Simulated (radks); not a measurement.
Question: Species: Cr2+. Configuration: [Ar] 3d4 (the NIST ground configuration). Method: Dirac Kohn-Sham, BLYP, spin-unpolarised, spherical densities, point nucleus; open shells are shared between the two j in proportion to 2j + 1; computed with a radial shooting solver on a logarithmic mesh with Libxc functionals. Some entries of the table are withheld. Estimate them.

orbital  occ.  eigenvalue (eV)  <r^2> (bohr^2)  r(max) (bohr)
1s1/2       2        -5903.414        0.005431        0.04160
2s1/2       2        -688.6028          0.1015         0.2436
2p1/2       2        -588.1405         0.08200         0.1960
2p3/2       4        -579.4831         0.08370         0.1983
3s1/2       2              (1)          0.9297            (2)
3p1/2       2              (3)           1.064            (4)
3p3/2       4              (5)           1.084            (6)
3d3/2     1.6         -22.9299           1.956         0.8153
3d5/2     2.4         -22.8351           1.970         0.8177

Answer: 
(1) 3s1/2 eigenvalue (eV): -94.9668
(2) 3s1/2 r(max) (bohr): 0.7752
(3) 3p1/2 eigenvalue (eV): -67.0516
(4) 3p1/2 r(max) (bohr): 0.7905
(5) 3p3/2 eigenvalue (eV): -66.0120
(6) 3p3/2 r(max) (bohr): 0.7974
